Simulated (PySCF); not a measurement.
A structure optimised at PBE-D3(BJ)/def2-TZVP, used in a PySCF frequency run:

```xyz
3

Ga     0.0000     0.0000     0.0000
Cl     0.0000     0.0000    -2.0396
Cl     0.0000     0.0000     2.0396
```
Charge +1, spin multiplicity 1.

Write its SMILES, formula and point group.

[Cl][Ga+][Cl], Cl2Ga, D∞h

What are its rotational constants (standard atomic weights)?

1.7135 GHz (linear rotor, B only)
